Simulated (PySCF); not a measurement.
From one molecule to another.

First species: CH2Br2.
SMILES: `BrCBr`

Second species: C6H10Se.
InChI=1S/C6H10Se/c1-5(7-2)6-3-4-6/h6H,1,3-4H2,2H3

Levels: CAM-B3LYP/def2-SVPD for dipole moment, HOMO energy, LUMO energy, HOMO–LUMO gap, static isotropic polarisability and electronic spatial extent ⟨r²⟩ about the centre of nuclear charge; TDDFT CAM-B3LYP/def2-SVPD for lowest singlet excitation; PBE0-D3(BJ)/def2-SVP for rotational constant A and rotational constant C. Geometries: PBE0-D3(BJ)/def2-SVP. All species are isolated and taken at one optimised geometry, non-relativistic unless stated. Electronic properties by PySCF.

Dipoles, sizes and rotational constants follow the conformer. The torsions of the flexible species, by atom-mapped SMILES:
- `[CH2:1]=[C:2]([Se:3][CH3:4])[CH:5]1[CH2:6][CH2:7]1`: C1–C2–Se3–C4 -6°, C1–C2–C5–C6 -148°

```
                                                         property    column X    column Y
                                                    dipole moment      1.47 D      0.63 D
                                                      HOMO energy    -9.55 eV    -7.17 eV
                                                      LUMO energy    -0.15 eV     0.89 eV
                                                    HOMO–LUMO gap     9.40 eV     8.06 eV
                                        lowest singlet excitation     5.74 eV     4.83 eV
                                  static isotropic polarisability     57.2 au     99.0 au
electronic spatial extent ⟨r²⟩ about the centre of nuclear charge   792 bohr²  1189 bohr²
                                            rotational constant A  26.793 GHz   3.287 GHz
                                            rotational constant C   1.180 GHz   1.019 GHz
```

(1) Which column belongs to which species?

(2) How does each property change from the first species to the second?

## Answers

(1) Column X is the first species and column Y the second. The first has 5 atoms and 78 electrons, the second 17 and 80.

(2) dipole moment -0.84 D; HOMO energy +2.38 eV; LUMO energy +1.04 eV; HOMO–LUMO gap -1.34 eV; lowest singlet excitation -0.91 eV; static isotropic polarisability +41.8 au; electronic spatial extent ⟨r²⟩ about the centre of nuclear charge +397 bohr²; rotational constant A -23.506 GHz; rotational constant C -0.161 GHz.

On the first: The polarisability is 8.47 Å³ as a volume (1 au = 0.148185 Å³), or 0.73 au for each of the 78 electrons. S1 lies 3.66 eV below the HOMO–LUMO gap; its leading configuration is HOMO−1→LUMO, weight 0.90. Relativistic effects, spin–orbit coupling among them, are left out although an element past zinc is present.

On the second: S1 lies 3.23 eV below the HOMO–LUMO gap; its leading configuration is HOMO→LUMO, weight 0.74. No computed singlet falls in the visible range (750 to 380 nm, 1.65 to 3.26 eV); S1 lies 1.57 eV above its blue end. Relativistic effects, spin–orbit coupling among them, are left out although an element past zinc is present.
